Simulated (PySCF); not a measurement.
Sn(H)(OH)(NH2)2 (H₆N₂OSn), SMILES [NH2][SnH]([NH2])[OH]. Coordinates come from a PBE-D3(BJ)/def2-SVP optimisation. The structure was generated by enumeration; whether it is a known compound was not checked. The def2 effective core potentials stand for the cores of Sn; spin–orbit coupling is left out. Other conformers were not sampled.

Computed with PBE-D3(BJ)/def2-SVP run with PySCF.

Harmonic wavenumbers (cm⁻¹): 115, 138, 144, 169, 195, 266, 495, 521, 531, 554, 583, 631, 639, 815, 844, 861, 1486, 1488, 1848, 3407, 3411, 3507, 3510, 3706. Rotational constants (GHz): 4.509, 3.974, 2.687; symmetry number 1.

**Question.** Work out the zero-point energy and the ideal-gas rigid-rotor harmonic-oscillator thermochemistry at 298.15 K and 1 atm.

**Answer.** ZPE = ½ Σ hcν = ½ × 29863 cm⁻¹ = 178.62 kJ/mol. H − E(el) = 202.09 kJ/mol. Entropy in J/(mol K): translation 172.71, rotation 110.06, vibration 80.54, total 363.31. G − E(el) = 93.77 kJ/mol. Cp = 120.83 J/(mol K). Modes under 150 cm⁻¹ make the vibrational entropy uncertain.
